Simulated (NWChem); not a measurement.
System meant: WF₆; SMILES [W]([F])([F])([F])([F])([F])[F]

Input file for NWChem:

```
start job
memory heap 200 mb stack 900 mb global 1100 mb
geometry units angstroms noautoz
  W      0.000000     0.000000     0.000000
  F     -1.301822     0.936437     0.900612
  F      1.301822    -0.936437    -0.900612
  F     -1.299146    -0.951627    -0.888461
  F     -0.013625     1.265015    -1.335023
  F      0.013625    -1.265015     1.335023
  F      1.299146     0.951627     0.888461
end
basis spherical
  * library def2-svp
end
dft
  xc xpbe96 cpbe96
  iterations 150
  mulliken
end
task dft energy
```

End of the output:

```
          Convergence Information
          -----------------------
          Convergence aids based upon iterative change in
          total energy or number of iterations.
          Levelshifting, if invoked, occurs when the
          HOMO/LUMO gap drops below (HL_TOL):  1.00D-02
          DIIS, if invoked, will attempt to extrapolate
          using up to (NFOCK): 10 stored Fock matrices.

                    Damping( 0%)  Levelshifting(0.5)       DIIS
                  --------------- ------------------- ---------------
          dE  on:    start            ASAP                start
          dE off:    2 iters        150 iters           150 iters

      Screening Tolerance Information
      -------------------------------
          Density screening/tol_rho:  1.00D-10
          AO Gaussian exp screening on grid/accAOfunc:  14
          CD Gaussian exp screening on grid/accCDfunc:  20
          XC Gaussian exp screening on grid/accXCfunc:  20
          Schwarz screening/accCoul:  1.00D-08

      Superposition of Atomic Density Guess
      -------------------------------------

      charge =      74.0 W (Tungsten)

      symmetry species            s     p     d     f
      number of basis functions = 7     6     5     1
      number of cont. functions = 6     3     2     1
      number of closed shells   = 6     4     2     1
      number of open shells     = 0     0     1     0
      open shell occupation     = 0     0     4     0
 ------------------------------------------------------------------------
 atomscf:atomd: error in atom scf                   0
 ------------------------------------------------------------------------
 ------------------------------------------------------------------------
  current input line :
    20: task dft energy
 ------------------------------------------------------------------------
 ------------------------------------------------------------------------
 This error has not yet been assigned to a category
 ------------------------------------------------------------------------
 For more information see the NWChem manual at https://nwchemgit.github.io

0:atomscf:atomd: error in atom scf:Received an Error in Communication
```

**Question.** Can this run be used? If not, why, and what is the fix?

**Answer.** The program stopped with an error. Cause: the def2 basis of a heavy element holds valence functions alone and wants its effective core potential (without it all electrons must fit into that basis). This input runs:
```
start job
memory heap 200 mb stack 900 mb global 1100 mb
geometry units angstroms noautoz
  W      0.000000     0.000000     0.000000
  F     -1.301822     0.936437     0.900612
  F      1.301822    -0.936437    -0.900612
  F     -1.299146    -0.951627    -0.888461
  F     -0.013625     1.265015    -1.335023
  F      0.013625    -1.265015     1.335023
  F      1.299146     0.951627     0.888461
end
basis spherical
  * library def2-svp
end
ecp
  W library def2-ecp
end
dft
  xc xpbe96 cpbe96
  iterations 150
  mulliken
end
task dft energy
```
It converges to -665.47360 Ha (PBE/def2-SVP with def2 effective core potentials on W).
